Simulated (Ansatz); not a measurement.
Two members of one family (GaP nanocrystals, H-capped) that differ in charge, which shifts all levels, computed with Ansatz in the gas phase. Levels of anions in sets without diffuse functions are rough. The structures are stationary points that may keep the symmetry of their start.

First: Ga13P13H30, cut from zinc blende (singlet, charge 0, PBE-D4/def2-SVP geometry).

Cartesian coordinates in Å:
```
Ga -0.074 -2.998 0.492
Ga -3.868 -1.590 0.157
Ga -2.463 -2.470 3.715
Ga 0.741 -0.122 2.944
Ga -3.069 1.234 2.564
Ga -1.453 -2.207 -3.245
Ga 2.171 -3.655 -2.810
Ga 2.955 -0.688 -0.176
Ga 1.518 0.061 -3.899
Ga -0.647 0.679 -0.582
Ga 0.234 3.752 1.837
Ga 2.407 3.198 -1.224
Ga 3.874 2.362 2.320
P -2.314 -2.919 1.329
P -0.059 -3.495 -1.849
P -3.608 -2.199 -2.161
P 0.718 -0.755 0.646
P -2.862 0.577 0.274
P -1.549 -0.218 3.632
P 1.535 2.136 2.953
P -2.021 3.405 2.616
P -0.636 0.008 -2.862
P 2.785 -1.326 -2.476
P 3.615 1.604 0.023
P 2.290 2.303 -3.460
P 0.182 2.899 -0.397
H 0.808 -4.021 1.303
H -5.382 -1.608 0.586
H -1.426 -3.399 4.460
H -3.996 -2.354 4.088
H 1.649 -1.055 3.833
H -4.557 1.304 3.070
H -1.582 -2.579 -4.769
H 3.059 -4.544 -1.852
H 2.010 -3.894 -4.366
H 3.931 -1.639 0.615
H 1.484 -0.239 -5.444
H 0.641 5.271 1.924
H 2.883 4.698 -1.233
H 4.708 1.279 3.109
H 4.215 3.907 2.282
H -2.830 -4.246 1.164
H -0.612 -4.814 -1.962
H -4.184 -3.497 -2.336
H -4.544 -1.464 -2.959
H -3.675 1.467 -0.500
H -1.559 0.243 4.990
H 1.475 2.557 4.322
H -2.096 3.890 3.960
H -2.891 4.371 2.015
H -1.482 0.907 -3.590
H 4.113 -1.208 -3.002
H 4.930 1.673 -0.546
H 3.588 2.437 -4.049
H 1.598 3.224 -4.311
H -0.675 3.755 -1.161
```

```
            level  HOMO (eV)  LUMO (eV)  gap (eV)
  PBE-D4/def2-SVP      -5.93      -2.04      3.89
 PBE-D4/def2-TZVP      -5.97      -2.19      3.78
 PBE0-D4/def2-SVP      -6.94      -1.35      5.59
PBE0-D4/def2-TZVP      -6.95      -1.47      5.48
```

Second: Ga14P13H34⁻, cut from zinc blende (singlet, charge -1, PBE-D4/def2-SVP geometry).

Cartesian coordinates in Å:
```
P 2.440 3.672 -0.057
P 0.197 2.480 -3.430
P 1.033 2.704 3.246
P -1.694 0.446 3.599
P -2.961 0.491 -2.796
P -3.788 -0.708 0.518
P -0.836 1.652 0.109
P 2.342 0.238 -1.595
P 1.498 -0.813 1.958
P -0.680 -2.065 -1.068
P 0.082 -0.999 -4.520
P -1.570 -3.040 2.457
P 1.903 -4.238 0.442
Ga 0.312 3.463 1.134
Ga -1.743 2.344 -1.944
Ga 3.835 2.119 -1.312
Ga 1.698 0.633 -3.820
Ga -2.680 1.146 1.546
Ga -0.774 2.335 4.799
Ga 2.742 1.038 2.877
Ga -0.158 -1.371 3.524
Ga -4.947 -0.015 -1.485
Ga -1.786 -1.548 -3.081
Ga -2.522 -2.704 0.266
Ga 0.528 -0.263 -0.104
Ga 3.138 -2.525 1.673
Ga 0.771 -3.877 -1.665
H 3.311 4.329 0.869
H 2.255 4.791 -0.939
H -0.210 3.012 -4.697
H 1.032 3.571 -3.029
H 1.735 3.857 3.736
H -2.803 -0.029 4.374
H -3.430 0.867 -4.098
H -4.839 -1.045 1.435
H 3.146 -0.943 -1.644
H -0.355 -0.652 -5.840
H 0.806 -2.188 -4.847
H -2.651 -3.340 3.348
H -0.951 -4.332 2.478
H 0.970 -4.883 1.314
H 2.770 -5.366 0.262
H -0.433 4.852 0.993
H -2.492 3.732 -2.024
H 3.921 2.785 -2.761
H 5.118 1.756 -0.480
H 2.780 0.909 -4.934
H -3.664 2.371 1.728
H -1.807 3.537 4.719
H -0.184 1.838 6.185
H 3.357 0.580 4.265
H 3.678 1.620 1.731
H 0.304 -1.916 4.933
H -5.723 1.335 -1.190
H -5.651 -1.259 -2.175
H -2.641 -2.695 -3.751
H -3.329 -3.976 -0.210
H 4.230 -2.054 0.621
H 3.539 -3.176 3.061
H 1.891 -3.316 -2.650
H -0.064 -5.167 -2.054
```

Estimate how these quantities change from the first to the second (second minus first).


| level | Δ HOMO (eV) | Δ LUMO (eV) | Δ gap (eV) |
| --- | --- | --- | --- |
| PBE-D4/def2-SVP | 2.59 | 2.52 | -0.06 |
| PBE-D4/def2-TZVP | 2.55 | 2.36 | -0.19 |
| PBE0-D4/def2-SVP | 2.60 | 2.56 | -0.04 |
| PBE0-D4/def2-TZVP | 2.56 | 2.38 | -0.19 |
